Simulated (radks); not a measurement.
Values are calculated unless marked as measured or tabulated.
How relativity changes the ionisation of the rhodium ion Rh+ ([Kr] 4d8) to Rh2+ ([Kr] 4d7). Spin-unpolarised spherical Kohn-Sham, LDA (Slater exchange, Perdew-Wang correlation), point nucleus unless stated (finite: rms radius 4.4945 fm), a radial shooting solver on a logarithmic mesh with Libxc functionals. A level marked "c x" has the speed of light scaled by that factor and shares open shells by 2j + 1; other Dirac levels either fill j = l - 1/2 first or share by 2j + 1.

level                               E(Rh+) (hartree)  E(Rh2+) (hartree)  IE (eV)   HOMO  <r> HOMO (bohr)
non-rel.                                 -4683.01537        -4682.27906   20.036     4d            1.532
scalar-rel.                              -4779.21559        -4778.48913   19.768     4d            1.548
scalar-rel., finite nucleus              -4779.13097        -4778.40451   19.768     4d            1.548
Dirac, 2j+1 shares                       -4780.12425        -4779.39779   19.768  4d5/2            1.557
Dirac, low j first                       -4780.13616        -4779.41760   19.553  4d5/2            1.558
Dirac, 2j+1 shares, finite nucleus       -4780.03945        -4779.31299   19.768  4d5/2            1.557
Dirac, c x 0.85                          -4820.37817        -4819.65530   19.670  4d5/2            1.567
Dirac, c x 2                             -4706.33218        -4705.59839   19.967  4d5/2            1.538
Dirac, c x 100                           -4683.02458        -4682.28826   20.036  4d5/2            1.532

NIST Atomic Spectra Database: 18.080 eV (semi-empirical). The relativistic part of the total energy of Rh+ is -97.02 hartree (Dirac, 2j+1 shares, finite nucleus), 2.1 % of the non-relativistic value. Spin polarisation and multiplet splitting of open shells are left out at every level.

Beside tabulated values, note that relativity, absent from the non-relativistic runs, is large for the heavy elements, and spin-unpolarised runs miss the spin-polarisation part of the exchange energy of open shells.
